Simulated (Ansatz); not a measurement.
Correlation energies of C7H8F2OSn (`C[O][Sn]([F])([F])[c]1ccccc1`) by basis set

```xyz
19

C     2.8441    0.4538   -2.8113
O     1.6419    0.1294   -2.1371
Sn    1.2971    0.7581   -0.3421
F     1.2158    2.6694   -0.3671
F     2.9315    0.4412    0.5981
C    -0.4285    0.0029    0.5713
C    -0.7327   -1.3539    0.5133
C    -1.8830   -1.8249    1.1275
C    -2.7243   -0.9466    1.7946
C    -2.4216    0.4056    1.8493
C    -1.2733    0.8859    1.2376
H     2.8556   -0.1072   -3.7488
H     2.8999    1.5218   -3.0478
H     3.7303    0.1765   -2.2312
H    -0.0840   -2.0481   -0.0093
H    -2.1223   -2.8810    1.0834
H    -3.6226   -1.3188    2.2737
H    -3.0810    1.0912    2.3686
H    -1.0429    1.9448    1.2775
```

Total charge 0; spin multiplicity 1. Correlated methods include outer-core shells of Sn, which these sets cover unevenly. Sn takes the def2 core potential. All single points use the PBE0-D4/def2-TZVP geometry. It is one conformer, not always the lowest. Frozen core, restricted reference, Ansatz.

```json
{"basis": "def2-SVP", "HF (Eh)": "-756.45684", "MP2 corr.": "-1.58225", "CCSD corr.": "-1.63670", "(T)": "-0.05548", "CCSD(T) total": "-758.14902"}
{"basis": "def2-TZVPP", "HF (Eh)": "-757.12148", "MP2 corr.": "-2.16973", "CCSD corr.": "-2.18763", "(T)": "-0.09449", "CCSD(T) total": "-759.40360"}
{"basis": "def2-QZVPP", "HF (Eh)": "-757.14975", "MP2 corr.": "-2.52277", "CCSD corr.": "–", "(T)": "–", "CCSD(T) total": "–"}
```
